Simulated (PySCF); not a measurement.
Compound: AsBH₇P.
Numbering: `[PH2:1][BH2-:2][AsH3+:3]` (hydrogens: H4, H5 on P1; H6, H7 on B2; H8, H9, H10 on As3)

Geometry (PBE0-D3(BJ)/def2-SVP, Å), atoms numbered from 1 in this order:
```xyz
10
AsBH7P angstrom
P      1.6977    0.7508    0.5957
B      0.4313   -0.6274   -0.0421
As    -1.4193    0.0247    0.5746
H      2.8746   -0.0087    0.3257
H      1.8014    1.5263   -0.6003
H      0.2894   -0.7973   -1.2391
H      0.5407   -1.6550    0.6072
H     -2.6352   -0.7974    0.2197
H     -1.8961    1.3806    0.1130
H     -1.6324    0.1835    2.0584
```

Computed with PBE0-D3(BJ)/def2-SVP geometry optimisation, gas phase in PySCF.

Take the most abundant isotopes and a rigid rotor. The values belong to one conformer with, in the numbering `[PH2:1][BH2-:2][AsH3+:3]`, H–P1–B2–As3 169° and -96°.

(1) Give the principal moments of inertia and the rotational constants in MHz.

(2) What kind of rotor is it?

(3) Is it planar, by Δ = Ic − Ia − Ib?

(4) Where do the levels up to J = 3 lie, in cm⁻¹?

(5) Predict some low-J microwave lines.

Results:

(1) Ia = 30.51, Ib = 262.38, Ic = 279.33 u·Å²; 505379 MHz·u·Å²/I gives A = 16565, B = 1926, C = 1809 MHz.

(2) A near-prolate asymmetric top; Ray's κ = -0.984.

(3) Not planar: Δ = Ic − Ia − Ib = -13.56 u·Å². For a rigid frame Δ = −2 Σ m c², so Σ m c² = 6.78 u·Å² lies off the ab plane: 6.73 from hydrogen and 0.06 from heavier atoms. The atom farthest from that plane is 1.36 Å away.

(4) Above 0(0,0):
J = 1: 1(0,1) 0.1246, 1(1,1) 0.6129, 1(1,0) 0.6168
J = 2: 2(0,2) 0.3738, 2(1,2) 0.8582, 2(1,1) 0.8699, 2(2,1) 2.3348, 2(2,0) 2.3348
J = 3: 3(0,3) 0.7475, 3(1,3) 1.2261, 3(1,2) 1.2495, 3(2,2) 2.7086, 3(2,1) 2.7087, 3(3,1) 5.1598, 3(3,0) 5.1598
The levels of one J sum to (2J + 1)J(J + 1)(A + B + C)/3.

(5) The dipole components are |μa| = 4.06 D, |μb| = 0.97 D, |μc| = 0.32 D. The squared components, which scale the intensities, stand as 1.00 : 0.06 : 0.01 (a : b : c). Some lines, for components of 0.1 D or more:

```tsv
type	branch	J(Ka,Kc)	MHz	lower level (cm⁻¹)
a	R	1(0,1) ← 0(0,0)	3735	0.000
a	R	2(1,2) ← 1(1,1)	7354	0.613
a	R	2(0,2) ← 1(0,1)	7470	0.125
c	Q	2(1,2) ← 2(0,2)	14523	0.374
a	R	4(1,4) ← 3(1,3)	14706	1.226
b	Q	1(1,0) ← 1(0,1)	14756	0.125
b	Q	2(1,1) ← 2(0,2)	14873	0.374
a	R	4(0,4) ← 3(0,3)	14935	0.747
a	R	4(3,2) ← 3(3,1)	14943	5.160
a	R	4(1,3) ← 3(1,2)	15174	1.250
b	Q	4(1,3) ← 4(0,4)	15290	1.246
c	R	2(1,1) ← 1(0,1)	22343	0.125
b	R	3(1,3) ← 2(0,2)	25553	0.374
b	R	4(1,4) ← 3(0,3)	29056	0.747
b	Q	2(2,1) ← 2(1,2)	44267	0.858
b	Q	3(2,2) ← 3(1,3)	44443	1.226
c	R	2(2,0) ← 1(1,0)	51505	0.617
c	R	2(2,1) ← 1(1,1)	51621	0.613
b	R	3(2,1) ← 2(1,2)	55477	0.858
b	R	4(2,3) ← 3(1,2)	58683	1.250
b	R	3(3,1) ← 2(2,0)	84692	2.335
c	R	3(3,1) ← 2(2,1)	84693	2.335
b	R	3(3,0) ← 2(2,1)	84693	2.335
b	R	4(3,1) ← 3(2,2)	88429	2.709
b	Q	4(4,1) ← 4(3,2)	102879	5.658
b	R	4(4,1) ← 3(3,0)	117822	5.160
c	R	4(4,1) ← 3(3,1)	117822	5.160
```

Stationary, but not proved a minimum. These are rigid-rotor constants of the computed structure; measured ground-state constants (B0) also hold zero-point vibration. A rigid rotor knows nothing of internal rotation, which can split or shift real lines. Quadrupole hyperfine structure (11B, 75As) is left out.
